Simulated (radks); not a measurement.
Neutral gold inside a hard spherical wall (all orbitals vanish at R), configuration held at [Xe] 4f14 5d10 6s1 and not refilled when levels cross. All-electron calculation, scalar-relativistic Kohn-Sham, PBE, spin-polarised, spherical densities, finite nucleus; open shells are filled with parallel spins first (spin-orbit coupling, left out, can overturn this in heavy ions); Fermi nuclear charge, rms radius 5.4371 fm. Program: a radial shooting solver on a logarithmic mesh with Libxc functionals. Eigenvalues in eV for spin up, with the zero of energy where the potential of the charges vanishes at infinity; a dash marks a level that is unbound or too diffuse for the functional's potential to be trusted. A positive occupied level is held by the wall or, in an anion where self-interaction has pushed it up, behind a barrier. The pressure on the wall is -dE/dV.

\begin{tabular}{lrrrrrrrrr}
R (bohr) & E (hartree) & kinetic (hartree) & e(4f) & e(5p) & e(5d) & e(6s) & e(6p, empty) & e(7s, empty) & pressure (GPa) \\ \hline
free & -19007.6256 & 21254.940 & -81.107 & -59.767 & -6.991 & -6.076 & - & - & 0 \\
8 & -19007.6244 & 21254.953 & -81.031 & -59.691 & -6.921 & -6.003 & -0.471 & 3.727 & 0.0593 \\
6 & -19007.6081 & 21255.071 & -80.479 & -59.154 & -6.435 & -5.431 & 1.077 & 10.675 & 1.54 \\
5 & -19007.5556 & 21255.381 & -79.309 & -58.050 & -5.443 & -4.148 & 3.560 & 19.941 & 9.32 \\
4 & -19007.3163 & 21256.588 & -75.786 & -54.853 & -2.506 & 0.058 & 10.366 & 41.640 & 70.6 \\
2 & -18994.1176 & 21308.641 & -18.569 & -7.297 & 53.314 & 112.23 & 152.29 & 358.38 & 19400 \\
1.5 & -18954.6805 & 21447.445 & 57.951 & 72.128 & 152.69 & 333.77 & 400.60 & 828.67 & 168000 \\
\end{tabular}
